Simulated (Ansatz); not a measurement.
C4H6, charge +1, doublet, geometry from GFN2-xTB (a state made from the parent by changing its charge; the spin is typed, not shown lowest). Base run: SVWN5/STO-3G (Ansatz, a program for electronic structure).

Input for Ansatz:
Ansatz 0.2 input:
```yaml
crystal:
  periodic: [false, false, false]
  atoms:
    - {symbol: C, position_ang: [1.71665213, 0.23385619, -0.65421520]}
    - {symbol: C, position_ang: [0.68274168, -0.14002771, 0.14349386]}
    - {symbol: C, position_ang: [-0.68274168, 0.14002771, -0.14349386]}
    - {symbol: C, position_ang: [-1.71665213, -0.23385619, 0.65421520]}
    - {symbol: H, position_ang: [1.60973557, 0.96661348, -1.44374069]}
    - {symbol: H, position_ang: [2.70290166, -0.19391727, -0.52929052]}
    - {symbol: H, position_ang: [0.88858126, -0.68913391, 1.05875241]}
    - {symbol: H, position_ang: [-0.88858126, 0.68913391, -1.05875241]}
    - {symbol: H, position_ang: [-2.70290166, 0.19391727, 0.52929052]}
    - {symbol: H, position_ang: [-1.60973557, -0.96661348, 1.44374069]}
basis:
  gaussian:
    orbitals: STO-3G
hamiltonian:
  xc: {name: SVWN5}
total_charge: 1
magnetization: {spin_polarized: true, initial_magnetization: 1}
```

The base run was repeated with changes; each row names its change, and settings that it needs were set with it.

```json
[
 {"change": "base", "E (Eh)": "-152.31813", "SCF-reference <S^2>": "0.754"},
 {"change": "functional = r2scan", "E (Eh)": "-153.71545", "SCF-reference <S^2>": "0.777"},
 {"change": "functional = BHLYP", "E (Eh)": "-153.70570", "SCF-reference <S^2>": "0.809"},
 {"change": "functional = B97M-V", "E (Eh)": "-153.82424", "SCF-reference <S^2>": "0.767"},
 {"change": "functional = blyp", "E (Eh)": "-153.70099", "SCF-reference <S^2>": "0.758"},
 {"change": "functional = wB97X", "E (Eh)": "-153.77401", "SCF-reference <S^2>": "0.806"},
 {"change": "functional = revpbe", "E (Eh)": "-153.77196", "SCF-reference <S^2>": "0.760"},
 {"change": "functional = B2PLYP", "E (Eh)": "-153.52677", "SCF-reference <S^2>": "0.821"},
 {"change": "functional = hse06", "E (Eh)": "-153.61166", "SCF-reference <S^2>": "0.779"},
 {"change": "functional = wB97M-V", "E (Eh)": "-153.76450", "SCF-reference <S^2>": "0.790"},
 {"change": "functional = pbe", "E (Eh)": "-153.58649", "SCF-reference <S^2>": "0.759"},
 {"change": "functional = blyp; dispersion = d3bjatm", "E (Eh)": "-153.71431", "SCF-reference <S^2>": "0.758"},
 {"change": "functional = PBE0-DH", "E (Eh)": "-153.57337", "SCF-reference <S^2>": "0.817"}
]
```

Totals shift with the method and basis; they matter in differences.
